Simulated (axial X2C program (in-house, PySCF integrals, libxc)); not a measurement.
ZrBr⁻: properties at the nuclei

Computed with an axial X2C code built on PySCF integrals: two-component X2C with atomic mean-field Coulomb and Gaunt terms, Gaussian nuclei, basis Zr dyall-acv3z, Br dyall-acv3z with contracted cores.

R = 2.671 Å (near the PBE0 minimum at charge -1 of the determinant lowest at the starting distance; the state shown can have its own minimum elsewhere).

Input and command:
```json
{"zs": [40, 35], "q": -1, "bas": ["dyall-acv3z", "dyall-acv3z"], "r0": 2.68, "levels": ["PBE0", "HF", "LDA", "BP86", "TPSSh"], "nst": 3}
```
```bash
python soeom.py task.json out
```

Keys: zs atomic numbers; q charge; bas basis sets; r0 starting distance in Å; levels methods; nst determinants followed.

Determinant lowest in the PBE0 search, Ω = 1 (⟨Sz⟩ = 1.00, ⟨Lz⟩ = 0.00 at PBE0), spin on the atoms Zr 1.00, Br -0.01:

```tsv
level	Eeff magnitude (GV/cm)	Ws magnitude Zr (kHz)	Ws magnitude Br (kHz)	A∥/gI Zr (MHz)	qzz Zr (a.u.)	A∥/gI Br (MHz)	qzz Br (a.u.)
PBE0	1.78	0.713	0.14	117	0.68	-28.6	0.85
HF	3.03	1.38	0.12	306	0.09	-21.8	0.52
LDA	1.47	0.547	0.147	-5.36	1.24	-39.6	0.97
BP86	1.87	0.741	0.147	58.5	0.94	-33.5	0.85
TPSSh	1.82	0.73	0.138	99	0.63	-28.4	0.84
```

Determinant 0.09 eV from it at PBE0 and this distance, Ω = 2 (⟨Sz⟩ = -1.00, ⟨Lz⟩ = 3.00 at PBE0), spin on the atoms Zr -1.01, Br 0.02:

| level | Eeff magnitude (GV/cm) | Ws magnitude Zr (kHz) | Ws magnitude Br (kHz) | A∥/gI Zr (MHz) | qzz Zr (a.u.) | A∥/gI Br (MHz) | qzz Br (a.u.) |
| --- | --- | --- | --- | --- | --- | --- | --- |
| PBE0 | 0.833 | 0.131 | 0.0504 | 249 | -0.99 | 43.9 | 0.96 |
| HF | 3.39 | 0.743 | 0.0854 | 183 | -0.98 | 36 | 0.66 |
| LDA | 0.457 | 0.0459 | 0.0452 | 273 | -0.65 | 55.2 | 1.11 |
| BP86 | 0.589 | 0.0813 | 0.04 | 263 | -0.74 | 49.1 | 1.04 |
| TPSSh | 0.792 | 0.127 | 0.0408 | 269 | -0.97 | 43.6 | 0.96 |

Eeff is the effective electric field on the electron electric dipole moment in this Ω state and Ws the scalar–pseudoscalar constant of the nucleus named (defined with the proton number Z and per Ω); A∥ (defined per Ω) follows by multiplying with gI = μI/(I μN); qzz is the electric field gradient, eQq0 = 234.96 MHz × Q/barn × qzz. The operators were transformed with the bare-nucleus X2C matrices; with these basis sets, hyperfine constants and field gradients can be off by tens of per cent, and where levels differ in sign neither size nor sign is settled.

With gI(79Br) = 1.4043, Q(79Br) = 0.3087 barn (g factors from the IAEA table of nuclear moments by Stone; Q from Pyykkö, Mol. Phys. 2018), turn the PBE0 values of the first state into constants in MHz.

A∥(79Br) = -28.6 × 1.4043 = -40.2 MHz; eQq0(79Br) = 234.96 × (0.3087) × (0.85) = 61.7 MHz.

Each state is one determinant with collinear spin, which with several unpaired electrons need not be a pure state. Unrestricted Hartree–Fock can overshoot spin polarisation at the nuclei. For an anion, determinants above electron detachment, or with a positive highest level, are held by the basis set. With several open shells hyperfine constants can be off by a factor of several. Where Eeff spreads by more than a factor of two the levels disagree and none is to be relied on. Open-shell Ω = 0 determinants with evenly filled partner blocks cannot be reached by this program, so the Ω shown need not be the lowest component. At HF, LDA a later determinant lies lower. States lie within half an eV, so the first need not be the ground state. Further determinants of the search, some of them spin-mixed, are not shown. Where a field gradient or hyperfine factor spreads by more than a factor of two over the levels, a constant derived from it is not to be relied on. PBE0 term energies can be off by some tenths of an eV.
